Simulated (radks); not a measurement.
Values are calculated unless marked as measured or tabulated.
The silicon anion Si4-, [Ar], held by a Watson sphere: a shell of charge +4 at radius R that stands for the Madelung well of a crystal (potential energy -4/R inside, -4/r outside, in hartree with lengths in bohr). Level of theory: non-relativistic Kohn-Sham, LDA (Slater exchange, VWN5 correlation), spin-polarised, spherical densities, point nucleus (a radial shooting solver on a logarithmic mesh with Libxc functionals). Response by self-consistent Sternheimer equations with the Hartree and adiabatic LDA kernel. The sphere does not respond.

R (bohr)  e(2p) (eV)  e(3s) (eV)  e(3p) (eV)  <r> 3p (bohr)  sum of <r^2> (bohr^2)  X-ray form factor at sin(theta)/lambda = 0.2 1/angstrom  alpha (bohr^3)
1.98         -93.157     -15.449      -8.049          2.380                  52.29                                                   10.303           33.06
2.36         -92.100     -13.966      -7.317          2.584                  60.46                                                    9.928           43.62
3.45         -92.162     -10.780      -5.347          3.184                  88.08                                                    9.445           100.3
3.49         -92.177     -10.693      -5.285          3.206                  89.20                                                    9.440           103.4
3.75         -92.270     -10.178      -4.904          3.352                  96.63                                                    9.427           125.7
